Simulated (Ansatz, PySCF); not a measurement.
PySCF was given this input:
```python
from pyscf import gto, scf, dft

mol = gto.M(
    atom='''
Pb    0.000000    0.000000    0.000000
''',
    basis='def2-svp',
    ecp={'Pb': 'def2-svp'},
    charge=0,
    spin=2,
    verbose=4,
)

mf = dft.UKS(mol)
mf.xc = 'camb3lyp'
mf.grids.atom_grid = (99, 590)
mf.grids.prune = None
mf.kernel()
```

Problem. Write the same job for Ansatz (an electronic-structure program).

Solution. One answer among several that fit: 
Ansatz 0.2 input:
```yaml
crystal:
  periodic: [false, false, false]
  atoms:
    - {symbol: Pb, position_ang: [0.00000000, 0.00000000, 0.00000000]}
basis:
  gaussian:
    orbitals: def2-SVP
hamiltonian:
  xc: cam_b3lyp
magnetization: {spin_polarized: true, initial_magnetization: 2}
accuracy: high
```

Both were run: PySCF gave -192.800211 Eh and Ansatz -192.800211 Eh, 0.000 mEh apart.
